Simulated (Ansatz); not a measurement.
Computed with Ansatz on PBE0-D4/def2-TZVP structures; ΔE is electronic, products minus reactants. CCSD(T)/CBS adds triple-zeta CCSD(T) − MP2 to the extrapolated MP2 energy (def2 sets, frozen cores). This one scheme is used for every species. DFT in def2-TZVPP. Elements past krypton have def2 core potentials. For Br, In outer-core shells are correlated without core-valence functions, which leaves a few kJ/mol of doubt a bond. Scalar relativity is left out up to krypton.

`[F][In]([F])[Cl]` + HBr → `[F][In]([F])[Br]` + HCl  (ligand exchange at the In–Cl bond)

`[F][In]([F])[Cl]`:

Cartesian coordinates in Å:
```
F 0.178 -1.927 -0.245
In 0.025 -0.031 0.033
F 0.877 0.622 1.628
Cl -1.080 1.336 -1.415
```

HBr:

```xyz
2

Br    0.339   -0.218   -0.585
H    -0.339    0.218    0.585
```

`[F][In]([F])[Br]`:

Cartesian coordinates in Å:
```
F 1.275 -1.480 -0.235
In 0.061 -0.013 0.045
F 0.519 1.092 1.553
Br -1.855 0.401 -1.362
```

HCl:

Z-matrix (Å, degrees):
```
Cl
H 1 1.279
```

```
        level  ΔE (eV)
          PBE    -0.22
        BHLYP    -0.23
CCSD/def2-SVP    -0.19
 HF/CBS(def2)    -0.23
```

(1) What does CCSD(T)/CBS give? (Best estimate.)

(2) What do rigid-rotor, harmonic-oscillator terms from PBE0-D4/def2-TZVP frequencies (298.15 K, 1 bar) make of the CCSD(T)/CBS value? (Estimate.)

Largest T1 diagnostic among the species: 0.016.

## Answers

(1) Ansatz gave: -0.24 eV. The listed levels differ from it by 0.02, 0.01, 0.05, 0.01 eV.

(2) Ansatz gave: ΔZPE = +0.01 eV, ΔH = -0.22 eV, ΔS = -1 J/(mol·K), ΔG = -0.22 eV.

Leaving LDA and LC-ωPBE aside and taking each functional with its dispersion term where it has one, the values, not all of them listed here, spread over 0.06 eV, from BHLYP-D4 to B97M-V. At CCSD(T), def2-SVP lies +0.06 eV from the extrapolated value and def2-TZVPP +0.02 eV.
